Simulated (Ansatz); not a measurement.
System: sum formula AlOH, charge 1, multiplicity 2. 
Coordinates optimised at B3LYP-D3(BJ)/def2-TZVP (Ansatz, a quantum-chemistry and plane-wave program):
```xyz
3

Al    -0.4382    -0.3438    -0.4258
O      0.5841     0.4088     0.5789
H      1.0243     1.1992     0.9035
```
Charge +1, spin multiplicity 2.

Total electronic energies in hartree. Cores are frozen in the correlated levels unless marked. UHF or UKS for open shells. Spin-orbit coupling is left out. No relativistic terms. Basis-set limits of correlation are two-point, X^-3; Hartree-Fock from the larger set.

| level | program | energy (Eh) |
|---|---|---|
| HF/cc-pV(D+d)Z | Ansatz | -317.12342 |
| HF/cc-pV(T+d)Z | Ansatz | -317.16246 |
| B97M-V/def2-TZVPD | Ansatz | -317.92239 |
| PBE0/def2-TZVP | Ansatz | -317.81188 |
| SCS-MP2/def2-SVPD | Ansatz | -317.20207 |
| CCSD/aug-cc-pV(Q+d)Z | Ansatz | -317.46875 |
| CCSD/def2-QZVPPD | Ansatz | -317.46706 |
| CCSD(T)/cc-pVTZ | Ansatz | -317.44482 |
| CCSD(T)/CBS(aug-cc-pV(T+d)Z,aug-cc-pV(Q+d)Z) | Ansatz | -317.4931 |

Totals of different functionals don't rank their quality; only differences between species are comparable.
